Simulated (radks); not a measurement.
Neutral krypton inside a hard spherical wall (all orbitals vanish at R), configuration held at [Kr] and not refilled when levels cross. Method: scalar-relativistic Kohn-Sham, LDA (Slater exchange, Perdew-Wang correlation), spin-unpolarised, spherical densities, point nucleus; computed with a radial shooting solver on a logarithmic mesh with Libxc functionals. Eigenvalues in eV, with the zero of energy where the potential of the charges vanishes at infinity; a dash marks a level that is unbound or too diffuse for the functional's potential to be trusted. A positive occupied level is held by the wall or, in an anion where self-interaction has pushed it up, behind a barrier. The pressure on the wall is -dE/dV.

| R (bohr) | E (hartree) | kinetic (hartree) | e(3p) | e(3d) | e(4s) | e(4p) | e(5s, empty) | e(5p, empty) | pressure (GPa) |
|---|---|---|---|---|---|---|---|---|---|
| free | -2786.84298 | 2849.641 | -194.91 | -81.705 | -23.224 | -9.390 | -0.415 | - | 0 |
| 20 | -2786.84298 | 2849.641 | -194.91 | -81.705 | -23.224 | -9.390 | -0.407 | 0.486 | < 0.0001 |
| 12 | -2786.84298 | 2849.641 | -194.91 | -81.705 | -23.224 | -9.390 | -0.256 | 1.210 | < 0.0001 |
| 8 | -2786.84274 | 2849.644 | -194.88 | -81.684 | -23.207 | -9.374 | 0.671 | 3.267 | 0.0151 |
| 7 | -2786.84167 | 2849.655 | -194.82 | -81.620 | -23.154 | -9.323 | 1.533 | 4.795 | 0.105 |
| 4 | -2786.63551 | 2850.886 | -190.54 | -77.366 | -19.960 | -5.857 | 18.642 | 27.747 | 53.4 |
| 3.5 | -2786.33570 | 2852.356 | -186.79 | -73.649 | -17.144 | -2.595 | 31.039 | 42.390 | 176 |
| 3 | -2785.55722 | 2855.699 | -179.93 | -66.870 | -11.588 | 3.988 | 54.275 | 68.562 | 637 |
| 2.5 | -2783.41051 | 2863.684 | -167.49 | -54.613 | 0.366 | 18.161 | 101.04 | 119.11 | 2610 |
| 2 | -2776.84775 | 2885.122 | -144.18 | -31.562 | 30.266 | 52.683 | 205.68 | 228.06 | 13300 |
| 1.5 | -2752.35778 | 2957.450 | -93.145 | 20.799 | 126.84 | 158.01 | 485.58 | 508.61 | 98300 |
